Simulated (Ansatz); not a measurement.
Consider the substitution at a C–Si bond: `CC(=N)[SiH3]` + `O[SiH2]O` → `CC(=N)O[SiH2]O` + SiH₄.

Gas-phase electronic energies from Ansatz, PBE0-D4/def2-TZVP geometries. CCSD(T)/CBS is the MP2 limit (def2-TZVPP, def2-QZVPP) plus CCSD(T) − MP2 in def2-TZVPP, frozen cores. This one scheme is used for every species. Each species was taken in one conformer, which may not be the lowest.

```
         species  CCSD(T)/CBS(def2) energy (Eh)
  `CC(=N)[SiH3]`                     -424.06845
      `O[SiH2]O`                     -441.92975
`CC(=N)O[SiH2]O`                     -574.54046
            SiH₄                     -291.46306
```

Task: Work out ΔE.

Result: ΔE = (-574.54046) + (-291.46306) − (-424.06845) − (-441.92975) = -0.00532 Eh = -14.0 kJ/mol.

Largest T1 diagnostic among the species: 0.013.

The D4 term adds −3.7 kJ/mol with B3LYP and −2.2 kJ/mol with PBE0; it sums over pairs of atoms, weighted by their polarisabilities, and B3LYP, whose exchange is more repulsive, gets the larger term. From PBE to PBE0 (25 % exact exchange), in def2-TZVPP and without D4, ΔE moves by −3.1 kJ/mol.

B3LYP here is the variant with VWN-RPA as its local correlation; programs differ in this.
